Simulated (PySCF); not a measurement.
Cl₂GaHS, SMILES [SH][Ga]([Cl])[Cl].

Coordinates come from a B3LYP-D3(BJ)/def2-SVP optimisation. The structure was generated by enumeration; whether it is a known compound was not checked. One conformer was computed; it need not be the lowest.

Two levels are set side by side: TDA-PBE/def2-SVPD (PySCF) and TDA-M06-2X/def2-SVPD (PySCF). Vertical, same geometry. The lowest singlet is HOMO→LUMO 100 % with PBE and HOMO→LUMO 89 % with the other functional; states are paired by order. Differences are taken from unrounded values.

```tsv
quantity	TDA-PBE
lowest singlet excitation (eV)	4.45
lowest triplet excitation (TDA) (eV)	4.12
first bright state (f over 0.05) (eV)	5.74
its oscillator strength	0.13
```

Question: These are the TDA-PBE values. What does TDA-M06-2X give? (Estimate from the structure and the level; the computed values follow.)

Answer: 
```tsv
quantity	TDA-M06-2X	TDA-PBE minus TDA-M06-2X
lowest singlet excitation (eV)	5.40	-0.95
lowest triplet excitation (TDA) (eV)	5.08	-0.96
first bright state (f over 0.05) (eV)	6.92	-1.18
its oscillator strength	0.30	-0.17
```

Functionals without exact exchange tend to place singlet excitations lower, as here. Differences between two approximate levels are no errors against the true value.

Rough cost on one machine, each run with all the roots and properties that it gave: TDA-M06-2X against TDA-PBE about 7 times.
